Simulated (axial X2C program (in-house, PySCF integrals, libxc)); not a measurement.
Which molecule has these constants?

Computed with an axial X2C code built on PySCF integrals, spin-free (one-electron X2C) or two-component (2c: spin–orbit coupling with atomic mean-field Coulomb and Gaunt terms, which also bring small scalar terms), in Dyall basis sets with cores contracted in-house; open shells are unrestricted.

A two-component PBE0 calculation in a Dyall 3-zeta basis gave Re = 1.533 Å, ωe = 1325.8 cm⁻¹, De = 7.21 eV, dipole magnitude 1.92 D, Ω = 0.

Question: Which molecule is it?
A. GeS
B. SnS
C. CS

Answer: C. The others have SnS 2.208 Å and 499.2 cm⁻¹ (Ω = 0); GeS 2.012 Å and 585.9 cm⁻¹ (Ω = 0).

Each entry is the lowest single determinant of a limited PBE0 search at one distance. De goes to single-determinant-based atoms at the same level (for ions the charge split of lowest energy) and is withheld (n/a) where an atom does not fit its ground term or J level. Main or longest-lived isotopes. Some light 2c atoms are not at their ground J level, so De misses part of their lowering (0.04 eV or less). The functionals have no current term, which raises determinants with orbital currents.
